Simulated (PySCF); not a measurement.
**Adding and removing an electron: TlC**

PBE0; PySCF, scalar-relativistic core potentials, basis sets Tl def2-SVP with ECP60, C def2-SVP. Neutral (UKS): quartet (σ ↑, π ↑↑), Re = 2.296 Å, ωe = 428 cm⁻¹, De = 2.75 eV, HOMO -5.97 eV, LUMO -2.10 eV.

TlC⁺ (UKS): triplet (σ ↑, π ↑), Re = 3.007 Å, ωe = 148 cm⁻¹. The energies at the minima are -210.35692 hartree for TlC and -210.06737 for TlC⁺.

(1) Work out the adiabatic ionisation energy, without and with harmonic zero-point energies (1 hartree = 27.2114 eV, 1 eV = 8065.5 cm⁻¹), and the change of the bond length.

These are scalar-relativistic numbers at best; spin–orbit coupling would shift them, the dissociation energy most. States were picked by a PBE0 search and need not be the measured ground states.

Answers

(1) At PBE0: 0.28955 hartree = 7.879 eV between the minima; the zero-point term (148.0 − 428.0)/2 cm⁻¹ = -0.017 eV makes it 7.862 eV. Re changes by +71.1 pm against the neutral. The electron leaves a π orbital, and the ion is left as a loose complex of an ion and an atom.
